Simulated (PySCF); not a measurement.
Checking a proposed structure

A compound C7H9NO gives the data below (simulated from a calculation) and was assigned the structure `CNc1cccc(O)c1`.

13C{1H} NMR (computed): δ 121.4 (CH, 2C), 115.3 (CH, 2C), 90.9 (CH), 67.5 (CH2), 36.0 (CH2).

1H NMR (400 MHz, computed): δ 6.90 (m, 2H), 6.46 (m, 2H), 6.00 (m, 1H), 4.80 (m, 1H), 4.78 (m, 1H), 3.16 (m, 1H), 2.85 (m, 1H).

- geometry from GFN2-xTB
- shieldings: GIAO PBE0/pcSseg-1
- run in PySCF 2.14.0 with density-fitted response routines
- no relativistic terms, no solvent model, equivalent nuclei averaged, single conformer

Scale: 1H and 13C vs TMS (reference shieldings calculated alike).

Task: Compare with the shifts computed for the proposed structure, pairing carbons in order of shift.

Result: Mapped SMILES: `[CH3:1][NH:2][c:3]1[cH:4][cH:5][cH:6][c:7]([OH:8])[cH:9]1`. Hydrogens are named by the atom that carries them.

```tsv
atom	computed for proposal	given list	difference
C7	165.2	121.4	+43.8
C3	154.9	121.4	+33.5
C5	136.2	115.3	+20.9
C4	110.0	115.3	-5.3
C6	107.6	90.9	+16.7
C9	96.8	67.5	+29.3
C1	31.8	36.0	-4.2
```

The rms difference is 25.8 ppm and the largest +43.8 ppm at C7 (aromatic carbon bearing oxygen). The proposal also would give 7 carbon signals, not 5. The carbon types in order of shift don't match either: C, C, CH, CH, CH, CH, CH3 for the proposal against CH, CH, CH, CH, CH, CH2, CH2 in the data. The proposal doesn't fit.

Task: Which isomer fits?

Result: SMILES C1[C@@H](n2cccc2)OC1.

Carbon types of the structure: 5 × CH, 2 × CH2, which accounts for all hydrogens. δC 121.4: aromatic CH next to a ring nitrogen. δC 115.3: aromatic CH. δC 90.9: sp3 CH bonded to N and O; 2 electronegative neighbours deshield it. δC 67.5: sp3 CH2 bonded to O; deshielded by the electronegative neighbour.

Other isomers checked: COc1ccccc1N (rms 25.9 ppm); CCOc1cccnc1 (rms 26.0 ppm).

This is the structure that produced the data. Such data don't tell enantiomers apart.

Shifts are as computed. Against solution values, carbons near 30 ppm lie about +3 ppm off and those near 130 ppm about +5 ppm (rms about the fit 2.1 ppm; single classes can miss by 10 ppm). Of 1328 compounds with measured shifts, 309 miss one by over three times the rms of a fit or turn the order of signals round; such compounds aren't used in these exercises. Signals without a measured value on file couldn't be tested in this way; 1H shifts scatter by 0.2 ppm about their fit, and single ones miss by 0.5 ppm. No couplings were computed; multiplicities are counted from neighbouring protons, with m where these are inequivalent, close in shift, in a saturated or five-membered ring or joined by F or P, and br s for small geminal =CH2 splittings.
